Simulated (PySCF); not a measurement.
**Vibration and rotation of GaN**

UHF-CCSD(T) constants of GaN, ³Σ⁻ (triplet), unpaired electrons π ↑↑ (basis Ga def2-TZVPPD, N def2-TZVPPD; no relativity; PySCF 2.14; masses 68.9256 and 14.0031 u):

- ωe: 515.6 cm⁻¹
- ωexe: 3.13 cm⁻¹
- Be: 0.36172 cm⁻¹
- αe: 0.00328 cm⁻¹
- D (centrifugal): 7.12e-07 cm⁻¹
- De to Ga + N: 2.03 eV

(1) Give the vibrational terms G(v) and spacings up to v = 6.

(2) How well does the Morse estimate ωe²/(4ωexe) reproduce De, and what is D0?

Correlated steps freeze 10 core orbitals. Spin–orbit coupling is left out. The state was picked by a PBE0 search and need not be the measured ground state.

## Answers

(1) G(v) = ωe(v+½) − ωexe(v+½)².

| v | G(v) (cm⁻¹) | G(v) − G(v−1) | Bv (cm⁻¹) |
| --- | --- | --- | --- |
| 0 | 257 |  | 0.3601 |
| 1 | 766 | 509 | 0.3568 |
| 2 | 1269 | 503 | 0.3535 |
| 3 | 1766 | 497 | 0.3502 |
| 4 | 2257 | 491 | 0.3470 |
| 5 | 2741 | 484 | 0.3437 |
| 6 | 3219 | 478 | 0.3404 |

(2) It gives 2.63 eV, 130 % of the computed De. D0 = De − G(0) = 2.03 − 0.03 = 2.00 eV.
